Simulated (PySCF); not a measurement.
Structure with atom numbers: `[O:1]=[CH:2][O:3][Si@H:4]([PH2:5])[CH:6]1[CH2:7][CH2:8]1`. Each H is labelled by its parent atom. Ha(C7), Ha(C8) are cis to Si4 on the ring; Hb(C7), Hb(C8) are trans to Si4 on the ring.

Theoretical values (PySCF 2.14.0 with density-fitted response routines): PBE0/pcSseg-1 with gauge-including orbitals, structure optimised with GFN2-xTB. Isolated molecule, rapidly exchanging positions averaged, one conformer, non-relativistic Hamiltonian.

References, each an isolated molecule treated in the same way: $^{13}$C, $^{1}$H, $^{29}$Si against TMS; $^{17}$O against H2O; $^{31}$P against H3PO4.

```csv
atoms,nucleus,count,Hirshfeld charge,δ (ppm)
Hb(C8),$^{1}$H,1,0.05,0.75
C8,$^{13}$C,1,-0.09,4.8
H(Si4),$^{1}$H,1,-0.08,5.96
Si4,$^{29}$Si,1,0.37,13.9
H(C6),$^{1}$H,1,0.04,-0.27
Ha(C8),$^{1}$H,1,0.04,0.79
C6,$^{13}$C,1,-0.14,?
O3,$^{17}$O,1,-0.17,198.6
Hb(C7),$^{1}$H,1,0.05,?
P5,$^{31}$P,1,-0.02,?
H(P5),$^{1}$H,2,-0.02,1.61
H(C2),$^{1}$H,1,0.06,?
Ha(C7),$^{1}$H,1,0.04,0.46
C7,$^{13}$C,1,-0.09,3.1
C2,$^{13}$C,1,0.18,?
O1,$^{17}$O,1,-0.23,456.7
```

Question: Fill in the missing shifts.

Answer: 
- C2: 166.3 ppm, carbonyl carbon
- C6: 0.0 ppm, three-membered-ring carbon; carbons of three-membered rings are unusually shielded
- H(C2): 7.96 ppm, hydrogen on a carbonyl carbon
- Hb(C7): 0.71 ppm, hydrogen on a three-membered-ring carbon; cyclopropane-type protons are shielded by the ring
- P5: -287.7 ppm, phosphorus bonded to Si, 2 H

Shifts are as computed. Against solution values, carbons near 30 ppm lie about +3 ppm off and those near 130 ppm about +5 ppm. Of 1309 compounds with measured shifts, 239 miss one by over three times the rms of a fit or turn the order of signals round; such compounds aren't used in these exercises. Unscaled 17O shifts of doubly bonded oxygen tend to come out too high, by tens of ppm or more. Experimental scales use liquid or dissolved standards, which lie at an offset from isolated H2O (liquid H2O: subtract about 36 ppm) and H3PO4.
